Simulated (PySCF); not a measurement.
SCF from a fresh guess for singlet H₄TeO, at the PBE0 minimum. PySCF input:

```python
from pyscf import gto, scf, dft
mol = gto.M(atom='''
Te     0.088208     0.152793    -0.000000
O     -0.811367    -1.405448     0.000000
H      0.130339     0.225773     1.727040
H      0.130339     0.225773    -1.727040
H      1.767794     0.418879    -0.000000
H     -0.521265     1.740355     0.000000''',
    basis={'Te': 'def2-TZVP', 'O': 'def2-TZVP', 'H': 'def2-TZVP'},
    ecp={'Te': 'def2-TZVP'},
    charge=0, spin=0)
mf = dft.RKS(mol, xc='PBE0')
mf.grids.atom_grid = (50, 194)
aux = {'Te': 'def2-universal-JKFIT', 'O': 'def2-universal-JKFIT', 'H': 'def2-universal-JKFIT'}
mf = mf.density_fit(auxbasis=aux)
mf.conv_tol = 1e-08
mf.diis_space = 10
mf.max_cycle = 60
mf.init_guess = 'minao'
mf.verbose = 4
mf.kernel()
```

Excerpt of the output (cycles and frontier levels):

```
init E= -303.704809490903
  HOMO = -0.741586448602071  LUMO = -0.607176271696062  gap/eV = 3.65749
cycle= 1 E= -343.54845627211  delta_E= -39.8  |g|= 3.22  |ddm|= 28.4
  HOMO = 0.0883231561745672  LUMO = 0.132348105664172  gap/eV = 1.19798
cycle= 2 E= -338.79216703658  delta_E= 4.76  |g|= 4.91  |ddm|= 25.7
  HOMO = -0.258659976389918  LUMO = -0.108993489728153  gap/eV = 4.07263
cycle= 3 E= -344.192995870353  delta_E= -5.4  |g|= 2.52  |ddm|= 24.5
  HOMO = -0.29395983365789  LUMO = -0.082203522129717  gap/eV = 5.76218
cycle= 4 E= -345.361885128674  delta_E= -1.17  |g|= 0.413  |ddm|= 1.43
  HOMO = -0.250672426280317  LUMO = -0.0721725527657462  gap/eV = 4.85723
cycle= 5 E= -345.402882740943  delta_E= -0.041  |g|= 0.146  |ddm|= 0.649
  HOMO = -0.270709701322349  LUMO = -0.0639060007432342  gap/eV = 5.62742
cycle= 6 E= -345.407975659526  delta_E= -0.00509  |g|= 0.0473  |ddm|= 0.139
  HOMO = -0.276584704120799  LUMO = -0.0659199996424533  gap/eV = 5.73248
cycle= 7 E= -345.408444609983  delta_E= -0.000469  |g|= 0.0139  |ddm|= 0.0391
  HOMO = -0.278183790881877  LUMO = -0.0662232423368039  gap/eV = 5.76774
cycle= 8 E= -345.408478155686  delta_E= -3.35e-05  |g|= 0.00716  |ddm|= 0.0115
  HOMO = -0.278833190335157  LUMO = -0.0661742542121964  gap/eV = 5.78674
cycle= 9 E= -345.408489138129  delta_E= -1.1e-05  |g|= 0.000613  |ddm|= 0.00569
  HOMO = -0.278861814145547  LUMO = -0.0661456613339446  gap/eV = 5.78830
cycle= 10 E= -345.408489239844  delta_E= -1.02e-07  |g|= 0.000119  |ddm|= 0.00086
  HOMO = -0.278865535302135  LUMO = -0.0661562544112755  gap/eV = 5.78811
cycle= 11 E= -345.408489243458  delta_E= -3.61e-09  |g|= 3.83e-05  |ddm|= 0.000155
  HOMO = -0.278846850298269  LUMO = -0.0661548424986407  gap/eV = 5.78764
Extra cycle  E= -345.408489241962  delta_E= 1.5e-09  |g|= 9.58e-05  |ddm|= 0.000105
converged SCF energy = -345.408489241962
```

No lower solution of this spin was found by a stability analysis within the restricted form, which does not test spin polarisation.

The search for the lowest solution, with the stability check, took 12 s on 2 threads of a shared Arm Neoverse N1 host, with 105 basis functions; the process peaked at 0.42 GiB.
